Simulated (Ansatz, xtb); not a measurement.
## A geometry optimisation of C2H5F2GaO with r2SCAN-D4/def2-SVP

The starting geometry of this gas-phase singlet was built from a drawn formula by distance geometry; its bonds are those of `CC(F)(F)[O][GaH2]`.

| atom | x (Å) | y (Å) | z (Å) |
| --- | --- | --- | --- |
| C | 0.6585 | 0.4898 | 1.2452 |
| C | -0.4202 | -0.3137 | 0.5605 |
| F | -0.7125 | -1.4541 | 1.2839 |
| F | -1.5418 | 0.5072 | 0.4797 |
| Ga | 0.3839 | 0.9498 | -1.8664 |
| O | -0.0235 | -0.7069 | -0.7535 |
| H | 1.5518 | -0.1799 | 1.2998 |
| H | 0.9214 | 1.4290 | 0.6526 |
| H | 0.3206 | 0.7469 | 2.2495 |
| H | 1.7181 | 1.4251 | -2.1781 |
| H | -0.5337 | 2.1325 | -1.5586 |

Predict what becomes of its bonds when it is optimised with r2SCAN-D4/def2-SVP.

It keeps its bonds, and is `CC(F)(F)[O][GaH2]`. Distances that change by over a tenth: Ga5–O6 (2.04 → 1.83 Å).

The energy falls by 1.53 eV over 27 steps:

| step | E − E(last) (eV) |
| --- | --- |
| 1 | 1.535 |
| 4 | 0.341 |
| 7 | 0.167 |
| 10 | 0.106 |
| 13 | 0.100 |
| 15 | 0.093 |
| 18 | 0.078 |
| 21 | 0.041 |
| 24 | 0.004 |
| 27 | 0.000 |

Final geometry (Å):

```yaml
atoms:
  - { symbol: C, position_ang: [0.6535, 0.2174, 1.8448] }
  - { symbol: C, position_ang: [-0.0363, 0.3806, 0.5184] }
  - { symbol: F, position_ang: [-0.8169, -0.7317, 0.2621] }
  - { symbol: F, position_ang: [-0.9428, 1.4224, 0.5935] }
  - { symbol: Ga, position_ang: [0.1720, 0.8159, -2.1996] }
  - { symbol: O, position_ang: [0.8088, 0.5873, -0.5039] }
  - { symbol: H, position_ang: [1.3357, -0.6413, 1.7954] }
  - { symbol: H, position_ang: [1.2307, 1.1246, 2.0666] }
  - { symbol: H, position_ang: [-0.0933, 0.0521, 2.6323] }
  - { symbol: H, position_ang: [1.3680, 1.0318, -3.1611] }
  - { symbol: H, position_ang: [-1.3571, 0.7666, -2.4338] }
```

From the same start GFN2-xTB ends elsewhere, differing in C2–F3 (2.68 against 1.38 Å here), F3–Ga5 (1.77 against 3.07 Å here).

No frequencies were run, so the end isn't proven a minimum. Run with Ansatz 0.2.0, 50 s on 2 threads of Intel(R) Xeon(R) 6975P-C (Granite Rapids) (shared host).
